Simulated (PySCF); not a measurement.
A GIAO shielding run with PySCF 2.14.0 with density-fitted response routines (density fitting, non-relativistic, gas phase) on `C=CC[Si@@H]1[SiH2][SiH2][Si@H]1CCC`, C6H18Si4:

```
$ OMP_NUM_THREADS=1 python probes_run.py task.json out

{"job": {"kind": "nmr", "xc": "PBE0", "basis": "pcSseg-1"}, "charge": 0, "multiplicity": 1}
C      4.629284     0.739760     0.527199
C      3.592606     1.582333     0.524088
C      2.448679     1.542272    -0.432321
Si     0.884833     0.807600     0.381121
Si     1.230512    -1.505465     0.694293
Si     0.543399    -1.762694    -1.554047
Si    -0.726054     0.204957    -1.240140
C     -2.374147    -0.222565    -0.402544
C     -3.101183     0.975312     0.206016
C     -4.412766     0.600869     0.879876
H      5.415748     0.806378     1.282693
H      4.727237    -0.047644    -0.227408
H      3.537748     2.350120     1.306700
H      2.687538     0.922720    -1.312791
H      2.191950     2.550687    -0.798873
H      0.473619     1.635570     1.560580
H      2.567954    -2.015276     1.126332
H      0.171637    -2.080253     1.586767
H     -0.152683    -3.021820    -1.965848
H      1.702292    -1.518288    -2.472632
H     -0.932415     1.121672    -2.408079
H     -2.165348    -0.978385     0.375862
H     -3.016025    -0.727366    -1.146484
H     -2.439305     1.472103     0.937000
H     -3.291047     1.727793    -0.579460
H     -4.247520    -0.120603     1.696124
H     -5.109232     0.134474     0.164653
H     -4.913993     1.482143     1.309035
```

Hardware: 1 thread of an Intel Xeon Platinum 8375C, shared host. The job also computes population analyses, field gradients, ring-centre shieldings.

(1) How large is the calculation?

(2) How long does it take, and how much memory does it need?

(3) And these other runs on the same molecule and hardware: GIAO shielding at PBE/pcSseg-1?

## Answers

(1) 110 electrons, 288 basis functions and 1586 auxiliary functions.

(2) 2.3 min of wall time, with 13 SCF cycles and 5 response iterations; peak memory 1.5 GiB. Times on a shared host scatter by some tens of per cent.

(3) PBE/pcSseg-1: 288 functions, 2.9 min.
